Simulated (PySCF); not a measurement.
A series of substituents X on one scaffold: silaethenyl-X. Gas-phase values, no solvent. One relaxed conformer stands for each flexible species; it need not be the lowest. Strings in code marks are SMILES.

Level of theory: PBE0-D3(BJ)/def2-TZVP run with PySCF. All candidates: neutral, multiplicity 1. Delta-SCF ions had no search for a lower state. Excitations are Tamm–Dancoff values on a coarser integration grid. The basis has no diffuse functions, so Rydberg states are missing or too high.

```yaml
HOMO–LUMO gap: 5.39 eV
T1 excitation (TDA): 2.58 eV
vertical ionisation energy (Delta-SCF): 8.75 eV
```

Problem. Identify which member has these values.
A) `C=[SiH][GeH3]`
B) `C=[SiH2]`
C) `C=[SiH]C`
D) `C=[SiH]C(C)C` (C–Si–C–C torsion 125°)

Solution. B, `C=[SiH2]`. The others give `C=[SiH]C(C)C` (C–Si–C–C torsion 125°): 5.53 eV, 2.80 eV, 8.11 eV; `C=[SiH]C`: 5.58 eV, 2.81 eV, 8.25 eV; `C=[SiH][GeH3]`: 5.16 eV, 2.44 eV, 8.45 eV
